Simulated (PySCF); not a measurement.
C₄H₄BN, SMILES C#CB(N)C#C.

Geometry optimised at r2SCAN-D4/def2-SVP. This is a generated structure with no PubChem entry under its InChIKey; it may be hypothetical. The values are those of a single conformer.

Level of theory: ωB97X/def2-TZVP (PySCF).

Symmetry labels are those of the subgroup C2v that the program uses (full group C2v).

### Question
List the valence orbital energies around the gap with their symmetry. (An estimate is asked for; the answer gives what the named calculation found.)

### Answer

```csv
orbital,symmetry,energy (eV)
HOMO−7,B2,-17.12
HOMO−6,A1,-15.38
HOMO−5,B2,-14.09
HOMO−4,B1,-12.23
HOMO−3,A1,-10.71
HOMO−2,A2,-10.42
HOMO−1,B1,-10.24
HOMO,B2,-10.24
LUMO,B1,0.79
LUMO+1,A1,2.31
LUMO+2,A1,3.22
LUMO+3,A2,3.58
```
